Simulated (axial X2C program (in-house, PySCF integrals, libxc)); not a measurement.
Potential curves of GaSe⁺, with spin–orbit coupling

Computed with an in-house all-electron X2C program for linear molecules (integrals from PySCF). Two-component (2c) means X2C with spin–orbit coupling and atomic mean-field two-electron Coulomb and Gaunt terms. Basis: Se dyall-cv3z [8s9p6d4f1g], Ga dyall-cv3z [9s9p7d4f1g] (cores contracted in-house); Gaussian nuclei, density fitting, unrestricted open shells. Masses: Se 79.917 u, Ga 68.926 u.

State: Ω = 2 (⟨Sz⟩ = 0.99, ⟨Lz⟩ = 1.01 at BP86). Energies in eV from the fragments at the same level (Se + Ga+). Fits are polynomials in 1 − R0/R over 0.85 to 1.23 times the lowest point R0.

```tsv
R (Å)	BP86	PBE0	CCSD(T)
2.1506	-0.2747	-0.2460	
2.2495	-0.5086	-0.4601	-0.1608
2.3237	-0.6000	-0.5387	-0.2603
2.3978	-0.6431	-0.5717	-0.3105
2.4720	-0.6534	-0.5750	-0.3293
2.5585	-0.6390	-0.5562	-0.3282
2.6450	-0.6080	-0.5243	-0.3144
2.7563	-0.5565	-0.4755	-0.2893
2.8922	-0.4887	-0.4143	
3.0900	-0.3953	-0.3318
```

Correlated methods: 8 electrons correlated (number of frozen shells: Se 3 s, 2 p, 1 d; Ga 3 s, 2 p, 1 d), 276 virtual spin orbitals or spinors in MP2, 90 natural virtuals in coupled cluster.

Dissociation energies refer to the lowest single-determinant-based atoms at the same level and basis. Density functionals use the spin component along the axis (collinear). Coupled cluster ran in a truncated set of natural virtual spinors; the MP2 energy of the rest was added. (T) has no such correction and the atoms are truncated less, which lowers De at CCSD(T) by a hundredth of an eV or more. The functionals have no current-density term, which raises determinants with orbital currents, atoms included. The atomic limit has a lower orbital projection than the molecule and lies lower at mean-field level, so De may be about a tenth of an eV too small. The state is one determinant with fixed occupations, lowest in a PBE0 search at one distance only: followed along the bond, the spin-free determinant M_S = 1, Λ = 0 reaches 0.29 eV lower at PBE0, so the state shown is not the lowest. With several unpaired electrons one determinant need not be a pure state. Open-shell Ω = 0 determinants with evenly filled partner blocks cannot be reached by this program, so the Ω shown need not be the lowest component. At some level and bond length an empty orbital lies below a filled one. With the outer-core shells frozen, correlated bond lengths of heavy atoms tend to come out a few hundredths of an ångström too long. Coupled cluster ran on the points near the minimum only. MP2 and coupled cluster on one determinant become unreliable at the stretched end.

Question: Fit the BP86 curve near its minimum: give the equilibrium distance, the harmonic wavenumber and the well depth.

Answer: At BP86, 2c: Re = 2.465 Å, ωe ≈ 172 cm⁻¹, De = 0.65 eV to Se + Ga+; Be follows as 0.075 cm⁻¹.

Question: Fit the PBE0 curve near its minimum: give the equilibrium distance, the harmonic wavenumber and the well depth.

Answer: At PBE0, 2c: Re = 2.444 Å, ωe ≈ 171 cm⁻¹, De = 0.58 eV to Se + Ga+; Be follows as 0.0763 cm⁻¹.

Question: Fit the CCSD(T) curve near its minimum: give the equilibrium distance, the harmonic wavenumber and the well depth.

Answer: At CCSD(T), 2c: Re = 2.507 Å, ωe ≈ 137 cm⁻¹, De = 0.33 eV to Se + Ga+; Be follows as 0.0725 cm⁻¹.
